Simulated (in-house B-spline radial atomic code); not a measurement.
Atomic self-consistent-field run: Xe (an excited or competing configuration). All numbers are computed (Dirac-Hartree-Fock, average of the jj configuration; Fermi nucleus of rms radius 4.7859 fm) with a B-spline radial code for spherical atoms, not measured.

In the input, a minus or plus after the letter marks the j = l - 1/2 or j = l + 1/2 subshell.

Command:
```bash
python run_scf.py task.json out
```
Settings (nuclear radius in fm, mass in u):
```
Z                54
configuration    1s2 2s2 2p6 3s2 3p6 3d-3 3d+6 4s2 4p6 4d10 5s2 5p6 9d+1
hamiltonian      dirac
method           hf
spin_polarised   False
nucleus          fermi
rms_radius       4.7859
atomic_mass      131.90416
speed_of_light   137.035999084
```

Output (hartree, bohr):
```
 radial grid: 94 intervals, B-splines of order 8, outer radius 245.7 bohr

 iter        energy (Eh)    residual
    1       -7414.275625    6.02e-01
    2       -7419.471994    3.32e-01
    3       -7421.420353    7.46e-02
    4       -7421.551855    2.11e-02
    5       -7421.562438    9.48e-03
    6       -7421.564393    6.43e-04
    7       -7421.564419    2.75e-04
    8       -7421.564421    2.13e-05
    9       -7421.564421    2.78e-06
   10       -7421.564421    2.62e-07

 total energy                     -7421.56442
 kinetic                            7886.3501
 electron-nucleus                 -17991.2275
 electron-electron                  2683.3130

 first-order corrections (not in the total)
   Gaunt                             6.4163
   retardation                      -0.6640
   frequency dependence             -0.0650
   self-energy                       4.3948
   Uehling                          -0.6092
   Wichmann-Kroll                    0.0144
   recoil                            0.0208

 orbital      occ     eigenvalue          <r>       <r^2>       <1/r>     <1/r^3>       r_max    small
 1s1/2      2.000     -1279.5305    0.0266515 0.000963502     58.1089           -     0.01716  3.96e-02
 2s1/2      2.000      -204.7497      0.11397   0.0153813     13.6172           -     0.09697  8.54e-03
 2p1/2      2.000      -191.8995     0.096214   0.0113911     13.5628           -     0.07445  8.53e-03
 2p3/2      4.000      -180.0319        0.102   0.0126759     12.4694     5557.55     0.07931  8.08e-03
 3s1/2      2.000       -44.6543     0.302848    0.104912     4.91735           -      0.2773  2.60e-03
 3p1/2      2.000       -39.1796     0.293348   0.0999335     4.81412           -      0.2642  2.52e-03
 3p3/2      4.000       -36.9955     0.304238    0.107313     4.55536     1108.79      0.2746  2.42e-03
 3d3/2      3.000       -27.8160     0.277431   0.0913502     4.37634     175.934       0.223  2.26e-03
 3d5/2      6.000       -27.3629     0.278129   0.0911136     4.33607     164.549      0.2254  2.25e-03
 4s1/2      2.000        -9.3021     0.704316     0.55907     1.99198           -       0.652  7.53e-04
 4p1/2      2.000        -7.2905     0.731038    0.607166     1.88674           -      0.6668  6.93e-04
 4p3/2      4.000        -6.8078     0.755169     0.64774      1.8064     221.648      0.6885  6.60e-04
 4d3/2      4.000        -3.4532     0.834959    0.812244     1.59925     30.3703      0.7263  5.45e-04
 4d5/2      6.000        -3.3923     0.844274    0.827438     1.55789     26.1548      0.7303  5.15e-04
 5s1/2      2.000        -1.4458      1.78967      3.6055    0.726676           -       1.579  1.36e-04
 5p1/2      2.000        -0.8757      2.03937     4.72144    0.632891           -       1.752  1.06e-04
 5p3/2      4.000        -0.8129      2.12157     5.11063    0.604702     24.8471       1.818  9.79e-05
 9d5/2      1.000        -0.0112      63.5554     4559.35   0.0249914   0.0139659       70.88  6.87e-07
```

Time taken, with all properties: 8.8 s on 1 thread of Arm Neoverse N1, with other jobs on the host.

For the Dirac Hamiltonian the kinetic term is c α·p + (β - 1)c².
